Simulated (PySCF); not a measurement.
Bonds (- single, = double, # triple, : aromatic): C1-O2, O2-Si3, Si3-C4, Si3-C5, Si3-O6, O6-C7. C1 carries H8, H9, H10; C4 carries H11, H12, H13; C5 carries H14, H15, H16; C7 carries H17, H18, H19.

Relativity neglected, single conformer, one averaged value for each set of equivalent atoms, no solvent. Shielding tensors at B97-2/pcSseg-2 (GIAO); geometry from PBE0-D3(BJ)/def2-TZVP; PySCF 2.14.

Task: List the cross peaks expected in HSQC, COSY and HMBC spectra.

Result: 

HSQC (one-bond C–H):
```tsv
δH	δC
3.55 (H8/H9/H10/H17/H18/H19)	53.0 (C1/C7)
0.04 (H11/H12/H13/H14/H15/H16)	-4.9 (C4/C5)
```

HMBC (two and three bonds, from the bond graph):
```tsv
δH	δC
0.04 (H11/H12/H13/H14/H15/H16)	-4.9 (C4/C5)
```

No COSY cross peaks are expected.

Referencing at the same level of theory: TMS for ¹H (σref 31.64), ¹³C (σref 185.38).

Short H···H contacts in this conformer between protons four or more bonds apart (candidates for NOE cross peaks, intensity ∝ r⁻⁶): H16···H18 2.64 Å, H8···H15 2.76 Å.

Shifts are as computed. Against solution values, carbons near 30 ppm lie about +3 ppm off and those near 130 ppm about +7 ppm. Of 1309 compounds with measured shifts, 239 miss one by over three times the rms of a fit or turn the order of signals round; such compounds aren't used in these exercises.
